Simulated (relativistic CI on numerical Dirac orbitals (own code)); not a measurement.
**Pd⁴⁺: L2,3 absorption edge**

Computed with this model: Dirac-Coulomb-Breit CI, separate exchange-only KLI orbitals for each configuration, model QED, multiplet model of core-to-valence dipole absorption, unscaled Slater integrals; configurations [Kr] 4d6 → [He] 2s2 2p5 3s2 3p6 3d10 4s2 4p6 4d7; 80 K; Lorentzian 1.6 eV and Gaussian 0.5 eV FWHM. Energies are those of the free ion, without screening or charge transfer. The branching ratio is the share of the lower-energy edge in the whole absorption, uncertain by about 0.02 where the edges overlap. S is read from ⟨S²⟩ = S(S + 1).

Field parameters in Wybourne normalisation: D3d B²₀ = −7Dσ, B⁴₀ = −14Dq − 21Dτ, B⁴₃ = −14√(10/7) Dq. The field is a parameter set, without covalency.

free ion: ground-state S = 1.99, centroid 3210.67 eV, branching ratio 0.809. Peaks (eV, height): 3180.2 (100), 3337.5 (35).

D3d, 10Dq = 32350, Dσ = -1200, Dτ = 180 cm⁻¹: ground-state S = 0.06, centroid 3220.79 eV, branching ratio 0.751. Peaks (eV, height): 3181.5 (100), 3338.5 (35).

The statistical ratio of this edge is 2/3 = 0.667. Values above it arise where the holes sit mainly in the j = l + 1/2 valence subshell or the ground state has high spin; values below it where core-valence Coulomb terms move weight to the upper edge, as in nearly empty shells. At deep edges of heavy elements the radial integrals of the two core levels differ, which raises the baseline.

Strongest unbroadened transitions for free ion:

| Energy (eV) | Relative strength |
| --- | --- |
| 3179.36 | 55.4 |
| 3179.83 | 26.2 |
| 3179.85 | 50.2 |
| 3179.96 | 3.6 |
| 3180.24 | 17.2 |
| 3180.31 | 74.5 |
| 3180.68 | 11.6 |
| 3180.78 | 12.0 |
| 3181.39 | 43.7 |
| 3181.70 | 100.0 |
| 3182.09 | 2.4 |
| 3182.40 | 21.8 |
| 3337.15 | 21.3 |
| 3337.27 | 2.0 |
| 3337.35 | 21.0 |
| 3337.75 | 44.4 |
| 3337.98 | 6.6 |
| 3339.74 | 3.1 |
